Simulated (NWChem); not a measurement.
System: CH₄O₄Si; SMILES O[Si]1(O)OCO1

```xyz
10

O     -1.3713    -1.2911     0.0022
Si    -0.0262    -0.3718     0.0000
O      1.2294    -1.4246    -0.0021
O      0.0090     0.8983     1.0988
C     -0.0049     1.7978     0.0000
O      0.0036     0.8983    -1.0988
H     -1.2456    -2.2445     0.0044
H      2.1188    -1.0589    -0.0010
H      0.8922     2.4433    -0.0022
H     -0.9189     2.4181     0.0022
```
Atoms are numbered in this order, from 1.

Level: PBE0/def2-SVP (NWChem), optimised geometry, unscaled harmonic frequencies. 

Question: List the harmonic frequencies with IR intensities, and the thermochemistry.

Answer: 
```tsv
frequency (cm⁻¹)	IR intensity (km/mol)
113	66.5
186	2.0
293	23.3
297	108.4
328	3.0
356	92.4
384	44.1
608	34.9
763	44.3
802	147.3
816	182.4
882	50.6
1001	177.7
1027	186.8
1062	397.8
1121	70.9
1156	10.1
1166	0.0
1380	20.2
1542	4.7
3041	87.8
3105	44.8
3939	140.1
3942	130.1
```

| Quantity | Value |
|---|---|
| zero-point energy | 41.9 kcal/mol |
| thermal correction to the enthalpy at 298.15 K (with zero-point energy) | 46.7 kcal/mol |
| heat capacity Cv | 23.3 cal/(mol K) |
| entropy at 298.15 K and 1 atm (symmetry number 1) | 80.0 cal/(mol K) |
| dipole moment | 1.86 D |

Rigid rotor and harmonic oscillator.
